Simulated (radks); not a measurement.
Zn, configuration [Ar] 3d10 4s2. Calculated with a radial shooting solver on a logarithmic mesh with Libxc functionals: scalar-relativistic Kohn-Sham, exchange-only LDA, spin-polarised, spherical densities, finite nucleus; Fermi nuclear charge, rms radius 3.9283 fm.

Radial electron density D(r) = 4 pi r^2 rho(r):

r (bohr),D(r) (e/bohr)
0.005726,5.927
0.007516,9.053
0.009866,13.38
0.01295,18.92
0.01713,25.48
0.02249,31.61
0.02952,35.77
0.03875,36.36
0.05086,33.37
0.06729,29.70
0.08833,30.34
0.1159,36.45
0.1522,41.85
0.1998,38.09
0.2643,26.28
0.3469,19.45
0.4554,22.13
0.5977,24.35
0.7845,18.86
1.03,10.41
1.363,4.686
1.788,2.325
2.347,1.310
3.081,0.6799
4.044,0.2662
5.351,0.06501
7.024,0.009368
9.22,0.0006656

D(r) has 3 maxima, at r = 0.0352, 0.160, 0.570 bohr, and minima at 0.0753, 0.358 bohr, inside which lie 2.10, 10.88 electrons.
